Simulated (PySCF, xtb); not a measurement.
C5H7F, SMILES F[C@H]1C=CCC1. The values are those of a single conformer.

Harmonic wavenumbers (cm⁻¹) from GFN2-xTB in xtb 6.7.1 at its own minimum, in rising order: 72, 274, 378, 499, 602, 738, 779, 845, 878, 905, 977, 1006, 1043, 1060, 1100, 1110, 1147, 1191, 1240, 1259, 1279, 1289, 1326, 1462, 1481, 1698, 2883, 2953, 2989, 3009, 3024, 3119, 3143.

Q: What does PBE0-D3(BJ)/def2-SVP (PySCF 2.14.0) give at its own minimum? (Estimate from the structure and the level; the computed values follow.)

A: 112, 306, 389, 526, 590, 755, 779, 853, 905, 947, 984, 1010, 1035, 1088, 1091, 1143, 1184, 1231, 1284, 1299, 1345, 1358, 1402, 1448, 1468, 1718, 3038, 3050, 3091, 3106, 3159, 3214, 3241. Paired by order, the mean absolute difference is 46 cm⁻¹ and the zero-point energies are 66.8 and 68.8 kcal/mol.
